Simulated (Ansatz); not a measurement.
Saddle point of BH3BrO2F, singlet (BH₂BrO₂ ([OH][B]([OH])[Br]) + HF → BH₂O₂F ([OH][B]([OH])[F]) + HBr; bonds formed: B1–F6, Br2–H5; bonds broken: B1–Br2, H5–F6), PBE0-D4/def2-TZVP structure:

```
8
angstrom
B -0.2936 -0.1736 0.2710
Br 1.8694 -0.4066 -0.6625
O -1.1253 -1.1139 -0.2027
O -0.2240 0.1352 1.5750
H 0.6929 0.8943 -0.9800
F -0.2987 1.1697 -0.6705
H -1.0586 -1.2910 -1.1421
H 0.4380 0.7861 1.8119
```

Energies are electronic, without zero-point energy. Barriers and step energies count from the start structure reached by relaxing down the imaginary mode; all methods use the PBE0-D4 structures, on which another method's saddle can fall below an end. Computed with Ansatz 0.2.0 (basis: def2-TZVPP, with def2-QZVPP for the basis limit); correlated methods freeze the cores. Filled d shells of the heavier atoms are correlated. The def2 sets are not built for correlating such inner shells, so the correlated values are less sure here. B3LYP uses VWN-RPA correlation. Extrapolation: Hartree–Fock as exp(−7.88 √X), correlation as X^−2.97.

```csv
method,barrier (kcal/mol),step energy (kcal/mol)
SPW92,8.84,-14.75
PBE-D4,16.82,-12.91
BLYP-D4,?,-15.14
r2SCAN-D4,16.82,-15.20
B97M-V,21.10,-17.28
PBE0-D4,19.49,-13.88
B3LYP-D4,20.91,-16.03
r2SCAN0-D4,19.01,-15.55
BHLYP-D4,23.63,-17.58
CAM-B3LYP-D4,20.40,-17.68
wB97X-V,20.97,-15.69
wB97M-V,19.59,-15.58
B2PLYP,21.97,-16.02
PBE-QIDH,21.43,-14.38
RPA on PBE,22.69,-15.89
HF,?,-20.08
MP2,?,-13.61
CCSD,24.84,-16.48
CCSD(T),22.90,-15.60
```

**Question.** Fill in the withheld barriers. (An estimate is asked for; the value comes from the calculation.)

**Answer.** Computed: BLYP-D4 19.16; MP2 22.31; HF 31.70 kcal/mol. Each is the energy of the saddle less that of the start structure, by the same method.

For comparison, the barrier by CCSD(T) at an estimated basis limit (MP2 extrapolated from triple and quadruple zeta, plus CCSD(T) − MP2 in triple zeta) is 23.33 kcal/mol.

No T1 diagnostic of these runs exceeds 0.011.

Labels in which every atom is bracketed show which atoms are joined, not bond orders.

For scale, one of the runs: CCSD(T)/def2-TZVPP, 214 basis functions, launched by `ansatz run in.yaml --threads 8 --pin off --events-out ev --progress --plain --max-ram 19148MiB`. Time: 60 s of wall clock on 8 CPU threads of an Intel Xeon Platinum 8375C; the host was shared. Peak host memory: 3.5 GiB.
